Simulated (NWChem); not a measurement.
# B$_{2}$HO$_{2}$ cation; SMILES O=BB=[OH+]

```xyz
5

O      0.0021    -2.1525     0.0000
B     -0.0036    -0.9444     0.0000
B     -0.0031     0.7057     0.0000
O      0.0012     1.9371     0.0000
H      0.0072     2.9175     0.0000
```
Atoms are numbered in this order, from 1.

Results from NWChem. Structure relaxed at the PBE-D3(BJ)/def2-SVP level. Level r2SCAN/def2-SVP: energy and gradient on several grids; changes count from the extra-fine grid, which is no exact limit either.

Problem. Which is the coarsest grid (medium; fine; xfine; coarse; xcoarse) from which on the energy stays within 100 μHa and each gradient component within 200 μHa/bohr of xfine?

Solution. fine.
```
grid     size of the energy change (μHa)  largest change of a gradient component (μHa/bohr)  time, medium = 1 (rough)
-------  -------------------------------  -------------------------------------------------  ------------------------
xcoarse                            20000                                               5000                   about 1
coarse                               800                                                400                   about 1
medium                               400                                                 90                   about 1
fine                                  30                                               < 30                   about 1
xfine                               < 10                                               < 30                         3
```
